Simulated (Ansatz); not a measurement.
Species: methylidenesilane, CH4Si (charge 0, singlet). 
Geometry from a B3LYP-D3(BJ)/def2-TZVP (Ansatz, an electronic-structure program) optimisation:
```
Si
C 1 1.7009
H 2 1.0823 1 122.25
H 2 1.0823 3 115.51 1 180.00
H 1 1.4730 2 122.63 3 0.00
H 1 1.4730 5 114.74 2 -180.00
```

Quantity: vertical triplet-singlet gap (E(triplet) - E(singlet); each state is the SCF solution reached for its spin; for the singlet the Hartree-Fock reference is unstable and T1 is 0.015), in kJ/mol. Correlated levels leave the core frozen unless marked. Open shells are spin-unrestricted. No spin-orbit coupling. Non-relativistic. Basis-set limits of correlation are two-point, X^-3; Hartree-Fock from the larger set. The bracket is a focal-point correction in the basis named.

```json
[
 {"level": "HF/aug-cc-pV(Q+d)Z", "program": "Ansatz", "vertical triplet-singlet gap (kJ/mol)": "168.2"},
 {"level": "B3LYP/def2-TZVPD", "program": "Ansatz", "vertical triplet-singlet gap (kJ/mol)": "262.6"},
 {"level": "RI-MP2/aug-cc-pV(T+d)Z", "program": "Ansatz", "vertical triplet-singlet gap (kJ/mol)": "280.4"},
 {"level": "RI-MP2/aug-cc-pV(Q+d)Z", "program": "Ansatz", "vertical triplet-singlet gap (kJ/mol)": "282.6"}
]
```

**Question.** What does RI-MP2/CBS(aug-cc-pV(T+d)Z,aug-cc-pV(Q+d)Z)+[CCSD(T)-MP2]/aug-cc-pV(T+d)Z (Ansatz) give?

**Answer.** 277.2 kJ/mol, so RI-MP2/aug-cc-pV(Q+d)Z differs from it by 5.4 kJ/mol.
